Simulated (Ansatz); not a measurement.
BrH4InN2, SMILES [NH2][In]([NH2])[Br].

Geometry optimised at B3LYP-D3(BJ)/def2-SVP. The def2 effective core potentials stand for the cores of In; spin–orbit coupling is left out. Other conformers were not sampled.

Two levels are set side by side: PBE/def2-SVPD (Ansatz, a quantum-chemistry and plane-wave program) and CAM-B3LYP/def2-SVPD (Ansatz). Energy differences of separate SCF runs at the same geometry; the states with an electron removed or added have multiplicity 2 and 2. Differences are taken from unrounded values.

```json
[
 {"quantity": "vertical ionisation energy (eV)", "CAM-B3LYP": "9.61"},
 {"quantity": "vertical electron affinity (eV)", "CAM-B3LYP": "0.36"},
 {"quantity": "vertical singlet–triplet gap (eV)", "CAM-B3LYP": "4.17"}
]
```

Problem. What does PBE give, and how far is it from CAM-B3LYP? (An estimate is asked for; the answer gives what the named calculation found.)

Solution. 
```
quantity                            PBE  PBE minus CAM-B3LYP
---------------------------------  ----  -------------------
vertical ionisation energy (eV)    8.87                -0.74
vertical electron affinity (eV)    0.46                 0.10
vertical singlet–triplet gap (eV)  3.45                -0.71
```
